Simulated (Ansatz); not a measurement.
Reaction (SMILES): [O]=[Ti]=[O] → [O]=[Ti]=[O] as doublet, charge +1 + e-

Quantity: adiabatic ionisation energy (0 K, with zero-point energies), in eV. Conventions: LANL2DZ with its own core potentials from Na on; UHF or UKS for open shells; non-relativistic; six Cartesian d functions in 6-31G* and its kin unless marked 5d; no dispersion term unless named; no spin-orbit coupling. First-principles rows: single points at B3LYP-D3(BJ) geometries (Ansatz, a quantum-chemistry and plane-wave program), with unscaled harmonic terms from B3LYP/6-31G* (LANL2DZ past Ar) (Ansatz) at its own minima. The spin state of an ion or metal species was assumed, not searched.

```
level                                     program  adiabatic ionisation energy (0 K, with zero-point energies) (eV)
---------------------------------  --------------  ----------------------------------------------------------------
PBE/6-31G*                                 Ansatz                                                              9.08
PBE/6-31G* with LANL2DZ past Ar            Ansatz                                                              9.41
BLYP/6-31G*                                Ansatz                                                              8.95
B3LYP/LANL2DZ                              Ansatz                                                              9.76
B3LYP/6-31G*                               Ansatz                                                              9.22
B3LYP/6-31G* with LANL2DZ past Ar          Ansatz                                                              9.54
PBE0/6-31G*                                Ansatz                                                              9.17
r2SCAN-D4/def2-TZVPD               Ansatz + dftd4                                                              9.39
wB97M-V/def2-TZVPD                         Ansatz                                                              9.58
```

No value to compare with is used here. The 7 habitual levels span 8.95 (BLYP/6-31G*) to 9.76 eV (B3LYP/LANL2DZ); wB97M-V/def2-TZVPD gives 9.58.

The levels are drawn from those run, B3LYP/6-31G* more often than the rest, none by its result; left out are runs that failed, that the program found above a lower state of the same kind, or whose <S^2> lies over 0.5 above the pure value.
